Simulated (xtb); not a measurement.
Input for xtb: GFN2-xTB on CHClO (a complex), monomers drawn apart or pushed together.

```
$ xtb mol.xyz --gfn 2 --sp --chrg 0 --uhf 0
4

Cl     0.24016077    -0.09515925    -0.23457402
H      0.16915649    -0.10686259     1.05121223
C      0.03713276    -0.13337029     3.67739082
O     -0.02204006    -0.14249701     4.79845608
```

Give the final energy of this run.

-11.1778 hartree.
